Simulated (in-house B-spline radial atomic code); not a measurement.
RPA and G0W0 on PBEsol: the potassium ion K⁴⁺

Configuration [Ne] 3s2 3p3, highest spin, mean-field start PBEsol. Computed with an all-electron radial atomic-structure program (B-spline basis): all electrons, scalar-relativistic (spin-free one-electron X2C), finite nucleus, each spin shell either full or empty, empty states to l = 9 with an (l + 1/2)⁻⁴ tail; G0W0 by contour deformation at full frequency.

Command:
```bash
python run_gw.py task.json out
```
Settings (radii: box in bohr, nucleus in fm):
```
Z                        19
electrons                15
configuration            [Ne] 3s2 3p3
hamiltonian              x2c
method                   pbesol
lmax                     9
rms_radius               3.4349
spin_polarised           True
box_radius               11.96
intervals                69
```

Run time, properties included: 1.5 s on 1 thread of AMD EPYC 7R13 Processor, with other jobs on the host.

Energies (hartree):

| term | value |
| --- | --- |
| mean-field total | -595.99147 |
| Hartree-Fock functional on these orbitals | -596.37119 |
| direct second order | -1.0807 |
| second-order exchange | 0.39437 |
| SOSEX correction | 0.35523 |

**Question.** What is the RPA correlation energy, and what remains with SOSEX?

**Answer.** RPA gives -0.94213 hartree (-1.71 eV per electron); RPA + SOSEX gives -0.5869, and the second-order doubles -0.6863 hartree (no singles). RPA lacks exchange-type terms and so overcorrelates at short range.

Quasi-particle levels (eV):

```tsv
level	occupied	mean field	Σx - vxc	Σc	QP weight	G0W0
3p up	yes	-73.26	-8.62	?	?	?
3s down	yes	-86.07	-5.86	-2.73	0.945	-94.66
3p down	no	-68.17	10.09	-3.42	0.939	-61.49
```

G0W0 = mean field + (Σx - vxc) + Σc, with Σc (partial-wave tail included) taken at the quasi-particle energy. Only the outer levels were computed. Levels of low weight are left out.

**Question.** Where does G0W0 put 3p up?

**Answer.** At -81.94 eV, with Σc = -0.06 eV and a quasi-particle weight of 0.938. The tabulated removal energy is 82.66 ± 0.16 eV (NIST, semi-empirical); the calculation leaves out spin-orbit coupling, Breit and QED terms, and what these don't explain is the method's own error.
